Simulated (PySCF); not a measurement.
# State search for CdP

Unrestricted PBE0; Cd def2-TZVPP with ECP28, P def2-TZVPP; scalar-relativistic core potentials (PySCF 2.14). Outer shells of the fragments: Cd 4d10 5s2; P 3s2 3p3.

Followed along the bond (rough minima from three points):

```tsv
2Ms+1	unpaired	⟨S²⟩ at the start	R at minimum (Å)	Te (eV)
4	σ ↑, π ↑↑	3.76	2.68	0.00
2	σ ↓, π ↑↑	1.77	2.59	0.30
2	σ ↑, π ↑↓	1.77	2.62	0.48
2	π ↑	0.77	2.37	0.51
2	σ ↑	0.76	2.59	1.64
```

Solutions found at the starting distance of 2.465 Å, counted from the lowest of them; the search is not exhaustive and high or unbound solutions are not listed, so other states can lie among these:

```json
{"2Ms+1": "4", "unpaired": "σ ↑, π ↑↑", "term": "⁴Σ⁻", "E (eV)": "0.00", "⟨S²⟩": "3.76", "⟨Lz²⟩": "0.00", "μ (D)": "-0.80"}
{"2Ms+1": "2", "unpaired": "σ ↓, π ↑↑", "term": "mixed", "E (eV)": "0.26", "⟨S²⟩": "1.77", "⟨Lz²⟩": "0.00", "μ (D)": "-1.03"}
{"2Ms+1": "2", "unpaired": "σ ↑, π ↑↓", "term": "mixed", "E (eV)": "0.45", "⟨S²⟩": "1.77", "⟨Lz²⟩": "2.03", "μ (D)": "-0.92"}
{"2Ms+1": "2", "unpaired": "π ↑", "term": "²Π", "E (eV)": "0.49", "⟨S²⟩": "0.77", "⟨Lz²⟩": "1.02", "μ (D)": "-4.30"}
{"2Ms+1": "2", "unpaired": "σ ↑", "term": "mixed", "E (eV)": "1.59", "⟨S²⟩": "0.76", "⟨Lz²⟩": "2.01", "μ (D)": "-0.91"}
{"2Ms+1": "4", "unpaired": "σ ↑↑, π ↑", "term": "⁴Π", "E (eV)": "2.31", "⟨S²⟩": "3.76", "⟨Lz²⟩": "1.02", "μ (D)": "-2.98"}
{"2Ms+1": "4", "unpaired": "π ↑↑↑", "term": "⁴Π", "E (eV)": "3.12", "⟨S²⟩": "3.76", "⟨Lz²⟩": "1.00", "μ (D)": "-0.36"}
{"2Ms+1": "2", "unpaired": "π ↑", "term": "²Π", "E (eV)": "3.26", "⟨S²⟩": "0.76", "⟨Lz²⟩": "1.01", "μ (D)": "4.05"}
```

A term symbol is given only where ⟨S²⟩ and ⟨Lz²⟩ are close to those of a pure state; real π, δ and φ orbitals otherwise mix terms. A positive dipole means Cd(−)P(+).

Spin–orbit coupling is left out. Counting both spins, an empty level lies below a filled one in some of these solutions, because spin and occupation are held.
